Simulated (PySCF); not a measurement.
Compound: (HZn-mu-Cl)2 (singlet state).
Bonds: Zn1–Cl3, Zn1–Cl6, Cl3–Zn4, Zn4–Cl6. Hydrogens: H2 on Zn1; H5 on Zn4.

Computed by this run: PBE0-D3(BJ)/def2-SVP geometry optimisation, gas phase (PySCF); density fitting, grid level 1; the optimiser is geomeTRIC in internal coordinates, started from a GFN2-xTB structure with every atom displaced at random (about 0.03 Å).

Step 0: E = -121877.1282 eV
```
atom  x, y, z in Å  |  force x, y, z in eV/Å
Zn1     0.7195   -0.5124   -1.4607   -0.559   0.539   0.940
H2      1.2112   -0.8274   -2.7856    0.583  -0.338  -1.275
Cl3     0.2092    1.4900   -0.3459    0.520   0.979  -0.660
Zn4    -0.5538    0.4395    1.4653   -0.270   0.072   0.168
H5     -1.2452    0.7998    2.7412   -0.208   0.142   0.648
Cl6    -0.2777   -1.4855    0.3164   -0.066  -1.394   0.179
```

Question: Estimate the geometry and energy of step 1. (The exact step hangs on the optimiser's Hessian estimate; all steps are aligned on step 0, rigid shifts and turns removed.)

Answer: E = -121877.3587 eV, largest force 0.506 eV/Å
```
atom  x, y, z in Å  |  force x, y, z in eV/Å
Zn1     0.6705   -0.5083   -1.4627   -0.108   0.277   0.200
H2      1.2114   -0.8266   -2.8516    0.098  -0.073  -0.175
Cl3     0.2987    1.5464   -0.3369    0.196   0.196  -0.294
Zn4    -0.6283    0.4443    1.4305   -0.101   0.083   0.234
H5     -1.2707    0.8147    2.7763   -0.028   0.019   0.066
Cl6    -0.2184   -1.5666    0.3751   -0.056  -0.502  -0.031
```

The energy changes by -0.2305 eV. The first-order estimate −F·Δx gives -0.3721 eV and the mean of the old and new forces, exact on a quadratic surface, -0.2271 eV. The step makes an angle of 49° with the force vector and moves no atom by more than 0.116 Å.

The cost below is that of the whole optimisation. Hardware: an Intel Xeon Platinum 8259CL at 2.50 GHz with one thread (shared host). Cost: 79 s wall, 0.42 GiB resident at most.
